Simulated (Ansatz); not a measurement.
`[NH2][Sn]([F])([Cl])[Cl]` + H₂ → `[F][SnH]([Cl])[Cl]` + NH₃ at 400 K and 1 bar (hydrogenolysis of the Sn–N bond).

Isolated molecules relaxed with PBE0-D4/def2-TZVP in Ansatz; ΔE leaves out vibrations. CCSD(T)/CBS is the MP2 limit (def2-TZVPP, def2-QZVPP) plus CCSD(T) − MP2 in def2-TZVPP, frozen cores. This one scheme is used for every species. Elements past krypton have def2 core potentials. For Sn outer-core shells are correlated without core-valence functions, which leaves a few kJ/mol of doubt a bond. Each species was taken in one conformer, which may not be the lowest.

```json
{"species": "`[NH2][Sn]([F])([Cl])[Cl]`", "CCSD(T)/CBS energy (Eh)": "-1289.42050", "H − E (kJ/mol)": "113.3", "S (J/(mol·K))": "424.2"}
{"species": "H₂", "CCSD(T)/CBS energy (Eh)": "-1.17544", "H − E (kJ/mol)": "38.0", "S (J/(mol·K))": "139.0"}
{"species": "`[F][SnH]([Cl])[Cl]`", "CCSD(T)/CBS energy (Eh)": "-1234.09211", "H − E (kJ/mol)": "56.6", "S (J/(mol·K))": "369.2"}
{"species": "NH₃", "CCSD(T)/CBS energy (Eh)": "-56.50880", "H − E (kJ/mol)": "104.2", "S (J/(mol·K))": "203.1"}
```

H − E and S are ideal-gas, rigid-rotor, harmonic terms from PBE0-D4/def2-TZVP, for one conformer and one mirror image of each species. For small species the MP2-based limit differs from directly extrapolated CCSD(T) by up to some mEh (0.8 for H₂); such offsets cancel only in part. 1 Eh = 2625.50 kJ/mol, R = 8.31446 J/(mol·K).

**Question.** By hand: ΔE, ΔH, ΔS and ΔG.

**Answer.** ΔE = (-1234.09211) + (-56.50880) − (-1289.42050) − (-1.17544) = -0.00497 Eh = -13.0 kJ/mol. Δ(H − E) = 56.6 + 104.2 − 113.3 − 38.0 = 9.5, so ΔH = -3.5 kJ/mol. ΔS = 369.2 + 203.1 − 424.2 − 139.0 = 9.1 J/(mol·K). ΔG = -3.5 − 400 × (9.1)/1000 = -7.1 kJ/mol.

**Question.** By hand: the equilibrium constant, and the temperature at which ΔG would vanish if ΔH and ΔS stayed fixed.

**Answer.** log₁₀ K = −ΔG/(RT ln 10) = 0.9. ΔH and −TΔS have one sign here, so there is no such temperature.

TΔS isn't small against ΔH here. A doubt of 5 kJ/mol in ΔE shifts log₁₀ K by 0.7 here. Other conformers and mirror images would add mixing entropy, several J/(mol·K) or more a flexible species. Modes under 60 cm⁻¹, often nearly free rotors, make the harmonic entropy too high. These are equilibria of isolated gas molecules and say nothing of rates. Largest T1 diagnostic: 0.012 (customary marks: 0.02 for closed shells, 0.045 for open ones).

ΔS is within the doubt of such terms, so its sign, and with it that verdict, could turn.
